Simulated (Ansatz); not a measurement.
CH4BFN2 can be A, `N=C(N)BF`, or B, `NC1(F)BN1`.

Computed with Ansatz on PBE0-D4/def2-TZVP structures; ΔE is electronic, products minus reactants. CCSD(T)/CBS adds triple-zeta CCSD(T) − MP2 to the extrapolated MP2 energy (def2 sets, frozen cores). Functionals use def2-TZVPP. One conformer a species, not always the lowest.

(1) Which isomer does CCSD(T)/CBS put lower? Give the gap. (Best estimate.)

(2) Give E(B) − E(A) in kcal/mol with B2PLYP, PBE0-D4, PBE-D4, LDA (SPW92), CCSD(T)/def2-TZVPP, CCSD/def2-TZVPP, HF/def2-TZVPP. (An estimate is asked.)

(3) Does the order hold for the free energy at 298.15 K (harmonic terms from PBE0-D4)? (An estimate is asked.)

Largest T1 diagnostic: 0.014.

Answers

(1) The calculation gave: A, by 44.2 kcal/mol.

(2) Ansatz gave: B2PLYP 45.5, PBE0-D4 40.0, PBE-D4 40.6, LDA (SPW92) 35.4, CCSD(T)/def2-TZVPP 44.9, CCSD/def2-TZVPP 44.8, HF/def2-TZVPP 49.3. None reverses the order clearly.

(3) Computed: Yes: G(B) − G(A) = +44.7 kcal/mol, for one conformer each.

From BLYP to BHLYP (50 % exact exchange), in def2-TZVPP and without D4, E(B) − E(A) moves by −1.0 kcal/mol. In def2-TZVPP, CCSD(T) changes the Hartree–Fock value by −4.4 kcal/mol (the triples alone add +0.1 kcal/mol) and MP2 by −4.8 kcal/mol.
